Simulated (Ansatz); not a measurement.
A nudged elastic band was laid between two geometries of AlH5O2Si (9 atoms, charge 0, multiplicity 1).

These are results of Ansatz, RKS B3LYP-D4/6-31G*, not measurements.

| Quantity | Value |
| --- | --- |
| movable images | 9 |
| climbing image | yes |
| spring | 5.0 eV/Å² |
| optimiser | quadratic models (default) |
| start path | through a guess of the saddle point |
| force threshold | 0.05 eV/Å |
| iteration limit | 42 |
| end points | relaxed |

First end point:

```xyz
9
Properties=species:S:1:pos:R:3
Al 0.320 -0.420 0.577
H 0.752 -0.273 2.084
O 1.397 -0.144 -0.719
H 2.311 0.115 -0.547
O -1.272 -0.867 0.199
Si -2.573 -1.240 -0.735
H -3.310 -2.386 -0.137
H -3.498 -0.077 -0.821
H -2.165 -1.620 -2.116
```

Last end point:

```xyz
9
Properties=species:S:1:pos:R:3
Al -0.376 1.048 0.508
H 1.918 -0.600 1.106
O 1.455 -0.313 0.301
H 0.867 -1.047 0.029
O -1.077 -0.435 -0.192
Si -2.389 -1.198 -0.834
H -2.623 -2.500 -0.145
H -3.631 -0.383 -0.704
H -2.181 -1.485 -2.282
```

(1) What changes between the two ends?

(2) What energy profile does the band end with?

(3) What is the geometry of the highest image?

Results:

(1) Bonds broken: Al1–H2, Al1–O3. Bonds formed: H2–O3.

(2) The forces met the threshold. The highest image is number 6 of 0 to 10, 281.5 kJ/mol above the first end and 140.7 kJ/mol above the last; the last end lies 140.9 kJ/mol above the first. Neighbouring images differ by up to 1.3 eV, so the band resolves the path poorly. A vibrational analysis at the climbing image gives one clearly imaginary mode, 1412i cm⁻¹: a first-order saddle point. The orbitals stay closed-shell, which can raise the energy where a bond breaks towards radicals; this wasn't checked here.

| image | path coordinate (Å) | energy (kJ/mol) | Al1–H2 (Å) | Al1–O3 (Å) | H2–O3 (Å) |
| --- | --- | --- | --- | --- | --- |
| 0 | 0.00 | 0.0 | 1.57 | 1.71 | 2.88 |
| 1 | 0.58 | 0.0 | 1.58 | 1.71 | 2.88 |
| 2 | 1.16 | 0.3 | 1.58 | 1.71 | 2.88 |
| 3 | 1.74 | 4.6 | 1.58 | 1.71 | 2.85 |
| 4 | 2.32 | 38.8 | 1.57 | 1.70 | 2.55 |
| 5 | 2.90 | 158.1 | 1.59 | 1.72 | 1.98 |
| 6 | 3.48 | 281.5 | 1.74 | 1.85 | 1.38 |
| 7 | 4.10 | 169.3 | 2.28 | 2.14 | 0.99 |
| 8 | 4.73 | 149.2 | 2.73 | 2.24 | 0.97 |
| 9 | 5.36 | 143.0 | 2.84 | 2.24 | 0.97 |
| 10 | 5.98 | 140.9 | 2.89 | 2.29 | 0.97 |

(3) 
```xyz
9
Properties=species:S:1:pos:R:3
Al -0.083 0.128 0.683
H 1.466 0.169 1.470
O 1.672 -0.010 0.119
H 2.120 -0.826 -0.193
O -1.232 -0.661 -0.312
Si -2.656 -1.278 -0.862
H -2.871 -2.651 -0.327
H -3.808 -0.432 -0.444
H -2.646 -1.352 -2.349
```

The run took 10 min on 1 thread of Arm Neoverse V2 (shared host), peak memory 0.15 GiB.
